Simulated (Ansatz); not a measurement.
```yaml
crystal:
  periodic: [false, false, false]
  atoms:
    - {symbol: O, position_ang: [0.327236, 1.612800, 1.586982]}
    - {symbol: B, position_ang: [0.266610, 0.424639, 0.952892]}
    - {symbol: O, position_ang: [-0.295333, 0.359150, -0.295377]}
    - {symbol: C, position_ang: [-0.285366, -0.822466, -1.008114]}
    - {symbol: F, position_ang: [0.827894, -0.866052, -1.804111]}
    - {symbol: H, position_ang: [-0.024491, 2.335966, 1.057769]}
    - {symbol: H, position_ang: [0.685173, -0.554518, 1.497023]}
    - {symbol: H, position_ang: [-1.161639, -0.842627, -1.659076]}
    - {symbol: H, position_ang: [-0.251586, -1.693092, -0.345087]}
basis:
  gaussian: {orbitals: def2-SVPD, final_grid: {core_spheres: 1, valence_spheres: 1, degree: 1}}
hamiltonian: {xc: {name: wB97M-V}}
```

```sh
$ ansatz run in.yaml --threads 2 --pin off --events-out ev --progress --plain --max-ram 4352MiB
```

Output, abridged:

```
Functional definition: wB97M-V
1139 factors; their error is unknown
453 factors; integrals over basis functions are off by at most 1.8e-5 eV
mean field evaluation 1: about -8578.2445 eV, gradient 5.4e1 eV
mean field evaluation 2: about -8578.1806 eV, gradient 5.7e1 eV
mean field evaluation 4: about -8583.2711 eV, gradient 1.1e0 eV
mean field evaluation 8: about -8557.0790 eV, gradient 1.3e1 eV
mean field evaluation 16: about -8557.6702 eV, gradient 2.9e-2 eV
mean field -8557.67016515 eV, -314.4885779720 hartree, gradient 7.3e-5 eV, S^2 0.000000; 0 other end points of the search recorded, 0 dependent functions left out
reference -8557.67036761 eV, -314.4885854122 hartree; 20, 20 occupied and 121, 121 virtual orbitals, 1139 factors
Total energy: -8557.67036761 eV, -314.4885854122 hartree
```

In this input the integration grid is far too coarse. The run converged. The result belongs to that input, not to the molecule as meant.
